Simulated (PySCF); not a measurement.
## Br: electron affinity

Br⁻ [Kr] (1S) → Br [Ar] 3d10 4s2 4p5 (2P), as a difference of total energies. Computed with PySCF 2.14 in aug-cc-pwCVTZ-PP with ECP10MDF, with scalar relativity through the core potential. Correlated levels: valence: 3s2 3p6 3d10 frozen. The calculations carry no spin-orbit coupling.

```tsv
method	electron affinity (eV)
UHF	2.335
MP2 (valence)	3.401
SCS-MP2 (valence)	3.321
CCSD (valence)	3.252
CCSD(T) (valence)	3.332
```

How much does correlation contribute at CCSD(T) (valence)?

3.332 − (2.335) = 0.997 eV, measured against UHF.

The reference lies between the lowest fine-structure levels, while these numbers refer to the centres of the terms.

Errors of the correlated levels include the incompleteness of this basis and the frozen core.

For comparison: 3.364 eV (measured; photodetachment measurements, as compiled on the Wikipedia data page of electron affinities).
